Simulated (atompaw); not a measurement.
An all-electron radial function and its pseudo partner (Cr (Z = 24))

Columns: radius, all-electron u(r) and pseudo u(r) of the 3d shell (level -10.16 eV) of chromium in the configuration [Ne] 3s2 3p6 3d5 4s0 4p0; LDA (PW92), scalar-relativistic, PAW (atompaw) scheme, atompaw 4.2.0.5.

```tsv
r (bohr)	all-electron	pseudo
0.065	0.0162	0.0003
0.131	0.0845	0.0024
0.196	0.1896	0.0078
0.262	0.3110	0.0182
0.327	0.4282	0.0340
0.392	0.5329	0.0561
0.458	0.6217	0.0850
0.523	0.6909	0.1198
0.588	0.7425	0.1602
0.654	0.7790	0.2063
0.719	0.8013	0.2556
0.785	0.8128	0.3083
0.850	0.8151	0.3610
0.915	0.8106	0.4127
0.981	0.8007	0.4623
1.046	0.7870	0.5065
1.112	0.7702	0.5450
1.177	0.7516	0.5760
1.242	0.7316	0.5999
1.308	0.7104	0.6172
1.373	0.6890	0.6278
1.438	0.6674	0.6321
1.504	0.6454	0.6294
1.569	0.6239	0.6191
1.635	0.6023	0.6019
1.700	0.5814	0.5814
```

Question: How many radial nodes do the two functions have?

Answer: The all-electron 3d function has n − l − 1 = 0; the pseudo-wave has 0.

Question: Is the pseudo-wave norm-conserving?

Answer: No, it belongs to a PAW set: the norm inside the radius is not constrained, and the difference is carried by the augmentation charge.
